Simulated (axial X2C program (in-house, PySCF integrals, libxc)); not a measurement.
## InW: properties at the nuclei

Calculated with an axial X2C code built on PySCF integrals: two-component X2C with atomic mean-field Coulomb and Gaunt terms, Gaussian nuclei, basis W dyall-cv3z, In dyall-cv3z with contracted cores.

R = 2.826 Å (near the PBE0 minimum at charge 0 of the determinant lowest at the starting distance; the state shown can have its own minimum elsewhere).

Determinant lowest in the PBE0 search, Ω = 5/2 (⟨Sz⟩ = 2.47, ⟨Lz⟩ = 0.03 at PBE0), spin on the atoms W 2.47, In 0.00:

| level | Eeff magnitude (GV/cm) | Ws magnitude W (kHz) | A∥/gI W (MHz) | qzz W (a.u.) | A∥/gI In (MHz) | qzz In (a.u.) | μ (D) |
| --- | --- | --- | --- | --- | --- | --- | --- |
| PBE0 | 12.4 | 3.82 | 604 | 0.05 | -56.2 | -4.67 | 0.14 |
| HF | 31.5 | 13.5 | 1290 | 0.11 | -293 | -2.52 | -1.43 |
| BHandHLYP | 1.01 | 0.637 | 258 | 0.37 | -54.6 | -4.64 | 0.39 |
| B3LYP | 4.37 | 0.841 | 324 | 0.50 | -49.9 | -4.04 | 0.77 |
| TPSSh | 14.5 | 4.68 | 638 | -0.01 | -54.9 | -4.56 | 0.08 |

Eeff is the effective electric field on the electron electric dipole moment in this Ω state and Ws the scalar–pseudoscalar constant of the nucleus named (defined with the proton number Z and per Ω); A∥ (defined per Ω) follows by multiplying with gI = μI/(I μN); qzz is the electric field gradient, eQq0 = 234.96 MHz × Q/barn × qzz; μ is positive if the In end (last atom) is positive. The operators were transformed with the bare-nucleus X2C matrices; with these basis sets, hyperfine constants and field gradients can be off by tens of per cent, and where levels differ in sign neither size nor sign is settled.

(1) With Q(115In) = 0.772 barn (Q from Pyykkö, Mol. Phys. 2018), turn the PBE0 values of the first state into constants in MHz.

Each state is one determinant with collinear spin, which with several unpaired electrons need not be a pure state. Unrestricted Hartree–Fock can overshoot spin polarisation at the nuclei. In the state Ω = 5/2 the sign of Eeff differs between levels (HF against PBE0). This is the top spin component of a Σ state; components of lower Ω are not single determinants and can lie lower. With several open shells hyperfine constants can be off by a factor of several. Where Eeff spreads by more than a factor of two the levels disagree and none is to be relied on. The search compared states at one distance, so a state with another bond length can lie lower. The sign of Ws at W differs between levels in the first state. Further determinants of the search, some of them spin-mixed, are not shown. Where a field gradient or hyperfine factor spreads by more than a factor of two over the levels, a constant derived from it is not to be relied on.

## Answers

(1) eQq0(115In) = 234.96 × (0.772) × (-4.67) = -847 MHz.
